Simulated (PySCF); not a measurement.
SMILES OCS (CH₄OS) at its PBE0/def2-SVP optimised geometry (Å):

```
7

O      0.9273    -0.7456     0.0000
C     -0.4558    -0.7456     0.0000
S     -1.2234     0.9132     0.0000
H      1.2234    -0.2113    -0.7468
H     -0.7843    -1.3018     0.8892
H     -0.9011    -1.2343    -0.8880
H     -0.7208     1.3018     1.1922
```

Level of theory: PySCF with PBE0/def2-TZVP. Cells within 0.4 Å of a nucleus heavier than hydrogen are left out (blank, or x).

Map of the log10 of the electron density (e/bohr³), floored at −4 on the plane z = 0.0 Å:

```
|000000000000000000000000000|
|000000111111100000000000000|
|000011222222211000000000000|
|001122333333322100000000000|
|011233445554433210000000000|
|012344566665543321000000000|
|123455677776654321000000000|
|123456788887665432100000000|
|234567889988765432110000000|
|23456789xx98765433221000000|
|23456789xx98765444332100000|
|23456788x988765555543210000|
|234567788888766666654321000|
|123456778888877788765431000|
|123445667888888999876432000|
|01234456788xx899xx986532000|
|0112344678xxx99xxx986532100|
|00112345788xx889xx986532000|
|000123456788877899876432000|
|000012356677766777765421000|
|000012345566555566554321000|
|000001234455444444433210000|
|000000123333333333322100000|
|000000012222221222110000000|
|000000000111100000000000000|
|000000000000000000000000000|
|000000000000000000000000000|
```
Scale: ten equal steps from -4.00 (start of '0') to -0.199 (end of '9'), in the order '0123456789'; x runs from -3.50 to 3.50, y from -3.50 (bottom) to 3.50 (top).
